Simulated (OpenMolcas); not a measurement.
## W5+: input and output

W5+ among 5 point charges of -1.5 e arranged as a trigonal bipyramid (D3h), 1.9 Å from the ion, with the axial distance 1.862 Å.

Input:

```
&GATEWAY
Coord
1

W 0.0 0.0 0.0
Basis=ANO-RCC-VTZP
Group=NoSym
NoMove
AngMom=0.0 0.0 0.0
AMFI
XField
5 Angstrom 0
1.900000 0.000000 0.000000 -1.500000
-0.950000 1.645448 0.000000 -1.500000
-0.950000 -1.645448 0.000000 -1.500000
0.000000 0.000000 1.862000 -1.500000
0.000000 0.000000 -1.862000 -1.500000
&SEWARD
* reference wave functions (RASSCF and RASSI steps not shown): 1 electron in 5 orbitals (5d)
>>> COPY JOB001 $Project.JobIph
&CASPT2
Multistate=5 1 2 3 4 5
NoMult
Frozen=23
IPEA=0.25
Imaginary=0.1
MaxIter=60
WThr=0.0 0.3 0.05
PrWF=0.5
NoMix
```

Launched by
```bash
OMP_NUM_THREADS=1 MOLCAS_MEM=1689 MOLCAS_PROJECT=a pymolcas a.inp > a.log  # once for each step of the input, in one work folder
```

Output, cut to the results:

```
--- CASPT2 ---
Orbital specifications:
      -----------------------

      Symmetry species                           1
                                                 a
      Frozen orbitals                           23
      Inactive orbitals                         11
      Active orbitals                            5
      Secondary orbitals                        65
      Deleted orbitals                           0
      Number of basis functions                104
Type of calculation                        SS-CASPT2
      Fock operator                              state-specific
      IPEA shift                                 0.25
      Real shift                                 0.00
      Imaginary shift                            0.10
      The input orbitals will be transformed to quasi-canonical
Reference energy:      -16133.0296370706
      E2 (Non-variational):      -1.0365642505
      Shift correction:          -0.0001069205
      E2 (Variational):          -1.0366711710
      Total energy:          -16134.0663082416
      Residual norm:              0.0000001602
      Reference weight:           0.92019
      Contributions to the CASPT2 correlation energy
      Active & Virtual Only:         -0.0000000000
      One Inactive Excited:          -0.0632580492
      Two Inactive Excited:          -0.9733062013
Reference energy:      -16133.0296370619
      E2 (Non-variational):      -1.0360360309
      Shift correction:          -0.0001061074
      E2 (Variational):          -1.0361421383
      Total energy:          -16134.0657792002
      Residual norm:              0.0000001553
      Reference weight:           0.92038
      Contributions to the CASPT2 correlation energy
      Active & Virtual Only:         -0.0000000000
      One Inactive Excited:          -0.0627393531
      Two Inactive Excited:          -0.9732966777
::    CASPT2 Root  1     Total energy: -16134.06630824
::    CASPT2 Root  2     Total energy: -16134.06577920
::    CASPT2 Root  3     Total energy: -16134.06490062
::    CASPT2 Root  4     Total energy: -16134.06490026
::    CASPT2 Root  5     Total energy: -16134.01021477
```

Spin-orbit levels above the lowest (labels of D3, the rotations of D3h), with the averaged single-state CASPT2 energies on the diagonal:

```tsv
E (cm-1)	Degeneracy	Label	2S+1	g
0	2	E3/2	2	0.00 0.00 2.35
2350	2	E1/2	2	0.15 1.15 1.15
8500	2	E1/2	2	0.00 0.00 5.96
8760	2	E3/2	2	0.00 0.00 3.61
18620	2	E1/2	2	1.85 3.15 3.15
```

Roots that are degenerate in the reference are averaged as groups; the widest CASPT2 spread within a group is 120 cm-1 (the 2-fold group of multiplicity 2 near 0 cm-1 above the lowest state of its run). Shifts and gaps below about the spread of the groups concerned are not significant. An orbital doublet at a regular site is open to a Jahn-Teller distortion, which this geometry leaves out. Free-ion shares, where given, are those of the reference states; single-state CASPT2 does not remix them. Point charges carry no covalency, so the field is a model and not that of real ligands. No measured value stands beside these numbers.

The CASPT2 steps took 6.5 s on 1 thread of Arm Neoverse V2, on a shared host; the integral step is not counted.
